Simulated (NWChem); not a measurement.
System: GeSiNH7; SMILES N[SiH2][GeH3]

Here is an NWChem input.

```
start job
memory heap 200 mb stack 900 mb global 1100 mb
geometry units angstroms noautoz
  Si    -0.576765     1.177573     0.011317
  N      0.750339     2.325569    -0.016697
  Ge     0.082639    -1.137757     0.003976
  H     -1.428294     1.434351    -1.203512
  H     -1.380139     1.439816     1.257370
  H      1.332440     2.334689    -0.860123
  H      1.361114     2.341422     0.806103
  H      0.919579    -1.465308    -1.266965
  H     -1.113433    -2.132018     0.044233
  H      0.991518    -1.450979     1.228324
end
basis spherical
  * library sto-3g
end
dft
  xc pbe0
  iterations 150
  mulliken
end
task dft energy
```

Structure relaxed at the PBE-D3(BJ)/def2-SVP level.

### Question
What results follow from this input? (PBE0/STO-3G.) Quantities: basis functions; energy (Ha); highest occupied level (eV); orbital gap (eV); dipole (D).

### Answer
The number of basis functions comes out as 39 and the energy (Ha) is -2397.04. The highest occupied level (eV) is -3.61. The orbital gap (eV) is 9.54 and the dipole (D) is 0.76.
